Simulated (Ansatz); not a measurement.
Geometry optimisation, RKS B3LYP-D4/STO-3G in Ansatz.

Input:

```yaml
crystal:
  periodic: [false, false, false]
  atoms:
    - { symbol: C, position_ang: [0.5933, 1.6205, -1.9206] }
    - { symbol: Si, position_ang: [1.2841, 1.3069, -0.282] }
    - { symbol: Si, position_ang: [1.2782, -0.9584, 0.0871] }
    - { symbol: Si, position_ang: [-0.7851, -1.6908, 0.1151] }
    - { symbol: Si, position_ang: [-1.80104, -1.15056, -1.88936] }
    - { symbol: H, position_ang: [-0.4931, 1.3386, -1.992] }
    - { symbol: H, position_ang: [0.5731, 2.743, -2.1327] }
    - { symbol: H, position_ang: [1.142, 1.1945, -2.7439] }
    - { symbol: H, position_ang: [2.6786, 1.8597, -0.1855] }
    - { symbol: H, position_ang: [0.5027, 1.9818, 0.809] }
    - { symbol: H, position_ang: [2.0676, -1.6442, -0.9571] }
    - { symbol: H, position_ang: [1.9899, -1.2589, 1.4176] }
    - { symbol: H, position_ang: [-1.63609, -1.16996, 1.21102] }
    - { symbol: H, position_ang: [-0.86997, -3.20278, 0.25426] }
    - { symbol: H, position_ang: [-1.09803, -1.80542, -3.00862] }
    - { symbol: H, position_ang: [-3.21616, -1.54906, -1.9825] }
    - { symbol: H, position_ang: [-1.70676, 0.32602, -2.13088] }
basis:
  gaussian: { orbitals: STO-3G }
hamiltonian:
  xc: b3lyp
  dispersion: d4
relax:
  f_tol: 0.015
  max_steps: 40
```

Command:

```bash
$ ansatz run input.yaml --threads 1 --pin off --max-ram 2048MiB --backend cpu --events-out ev --progress --plain --runs-dir out
```

Task: Where does it end, and by what steps?

Result: It converged. The force dipped under the threshold on the way, but the program's further checks kept it going. Limits of this set-up: minimal basis. After 9 steps the energy has fallen by 0.777 eV; H17 moved furthest, 0.56 Å.

```csv
step,energy less start (eV),largest force component (eV/Å),accepted
0,0.0000,3.234,yes
1,-0.6760,0.765,yes
2,-0.7593,0.134,yes
3,-0.7714,0.062,yes
4,-0.7740,0.073,yes
5,-0.7755,0.027,yes
6,-0.7763,0.006,yes
7,-0.7767,0.037,yes
8,-0.7768,0.027,yes
9,-0.7769,0.007,yes
```

```xyz
17
Properties=species:S:1:pos:R:3
C 0.733 1.830 -1.922
Si 1.383 1.316 -0.233
Si 1.244 -0.915 0.072
Si -0.867 -1.705 0.049
Si -1.952 -1.344 -1.894
H -0.326 1.569 -2.043
H 0.825 2.914 -2.068
H 1.289 1.340 -2.732
H 2.755 1.760 -0.114
H 0.621 2.013 0.780
H 2.011 -1.582 -0.958
H 1.871 -1.264 1.329
H -1.621 -1.096 1.123
H -0.853 -3.126 0.323
H -1.179 -1.810 -3.022
H -3.227 -2.024 -1.923
H -2.204 0.065 -2.096
```

Whether the end is a true minimum wasn't checked by a vibrational analysis.

Time of the run: 48 s on 1 thread of Arm Neoverse V1 (shared host), peak memory 0.25 GiB.
